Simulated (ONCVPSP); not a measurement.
## Reading a pseudo-wave (nitrogen)

Columns: radius, all-electron u(r) and pseudo u(r) of the 2p shell (level -20.82 eV) of nitrogen in the configuration [He] 2s2 2p2; LDA (Perdew-Wang 92), non-relativistic, ONCV scheme, ONCVPSP 4.0.1.

```
r (bohr)  all-electron  pseudo
   0.070        0.0445  0.0214
   0.140        0.1421  0.0828
   0.210        0.2587  0.1764
   0.280        0.3758  0.2911
   0.350        0.4839  0.4143
   0.420        0.5782  0.5339
   0.490        0.6572  0.6401
   0.560        0.7208  0.7266
   0.630        0.7697  0.7908
   0.700        0.8052  0.8332
   0.770        0.8287  0.8568
   0.840        0.8416  0.8654
   0.910        0.8457  0.8631
   0.980        0.8421  0.8533
   1.050        0.8323  0.8385
   1.120        0.8174  0.8203
   1.190        0.7985  0.7995
   1.260        0.7763  0.7766
   1.330        0.7517  0.7517
   1.400        0.7253  0.7253
   1.470        0.6976  0.6976
   1.540        0.6691  0.6691
   1.610        0.6402  0.6402
   1.680        0.6111  0.6111
   1.750        0.5822  0.5822
   1.820        0.5536  0.5536
```

Problem. How many radial nodes do the two functions have?

Solution. The all-electron 2p function has n − l − 1 = 0; the pseudo-wave has 0.

Problem. At about which radius was the pseudo-wave matched?

Solution. 1.40 bohr. The columns agree to 0.0005 from 1.26 bohr on; several derivatives are matched, so the curves merge somewhat inside the radius.

Problem. Where does each function peak?

Solution. Outermost all-electron maximum near 0.91 bohr, pseudo maximum near 0.84 bohr (to the table’s step).

Problem. Is the pseudo-wave norm-conserving?

Solution. Yes: the ONCV scheme keeps the norm inside the radius equal to the all-electron one, which fixes the energy derivative of the logarithmic derivative at the level.
